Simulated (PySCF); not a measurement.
C3H7S, SMILES CCS[CH2], multiplicity 2.

Geometry optimised at PBE-D3(BJ)/def2-SVP. The isomer is the one that the SMILES or the coordinates give; other isomers of the formula were not compared. Other conformers were not sampled.

Method: PySCF with PBE-D3(BJ)/def2-SVP.

Frequencies are harmonic and unscaled.

**Question.** List the normal modes with their intensities. (Estimate from the structure and the level; the computed values follow.)

**Answer.** 
```
mode  ν (cm⁻¹)  IR (km/mol)  moving atoms (share of kinetic energy)
----  --------  -----------  --------------------------------------
1          109          0.2                  C 50 %, H 39 %, S 11 %
2          214          1.1                          H 71 %, C 26 %
3          237          3.5                                  H 95 %
4          281          0.3                  H 55 %, C 35 %, S 10 %
5          357         14.2                  H 43 %, C 33 %, S 24 %
6          381         62.5                          H 68 %, C 26 %
7          644          1.0                  C 56 %, S 25 %, H 19 %
8          742          2.8                          H 86 %, C 13 %
9          839          3.8                  C 56 %, S 28 %, H 16 %
10         881          0.7                          H 78 %, C 18 %
11         956          9.6                          H 62 %, C 37 %
12        1022          1.0                          H 68 %, C 29 %
13        1048          3.4                          C 60 %, H 39 %
14        1219          1.8                          H 83 %, C 17 %
15        1233         16.0                          H 76 %, C 24 %
16        1325          0.9                          H 88 %, C 12 %
17        1338          5.0                          H 79 %, C 21 %
18        1393          4.1                           H 91 %, C 9 %
19        1408         11.1                                  H 97 %
20        1423          3.2                                  H 96 %
21        2972         20.3                                  H 97 %
22        2983         17.5                                  H 94 %
23        3045          2.4                          H 90 %, C 10 %
24        3062         13.5                           H 91 %, C 9 %
25        3078         11.4                          H 90 %, C 10 %
26        3081          2.9                                  H 96 %
27        3217          0.3                          H 89 %, C 11 %
```
